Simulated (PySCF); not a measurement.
CH3BrSi, SMILES [Si](Br)C (connectivity only; charge and spin as stated), neutral, multiplicity 1. Atoms are numbered in the order given.

```xyz
6

Si     0.8369     1.0840     0.0000
Br    -0.1104    -0.9952     0.0000
C     -0.7610     2.1172     0.0000
H     -0.5351     3.1941     0.0000
H     -1.3753     1.8795    -0.8845
H     -1.3753     1.8795     0.8845
```
Charge 0, spin multiplicity 1.

Geometry optimised at PBE-D3(BJ)/def2-TZVP.

These are PBE-D3(BJ)/def2-TZVP in PySCF 2.14.0 values and carry that method's errors.

Frequencies are harmonic and unscaled.

```csv
mode,ν (cm⁻¹),IR (km/mol),moving atoms (share of kinetic energy)
1,73,0.0,H 95 %
2,198,1.7,"C 42 %, H 25 %, Br 18 %, Si 14 %"
3,378,59.0,"Si 71 %, Br 24 %"
4,538,0.8,"H 86 %, C 13 %"
5,637,59.1,"C 50 %, Si 34 %, H 16 %"
6,736,17.3,"H 74 %, C 20 %"
7,1193,31.0,"H 81 %, C 19 %"
8,1373,3.5,H 96 %
9,1382,14.5,H 95 %
10,2948,0.2,H 97 %
11,3026,1.1,"H 91 %, C 9 %"
12,3045,8.3,"H 91 %, C 9 %"
```
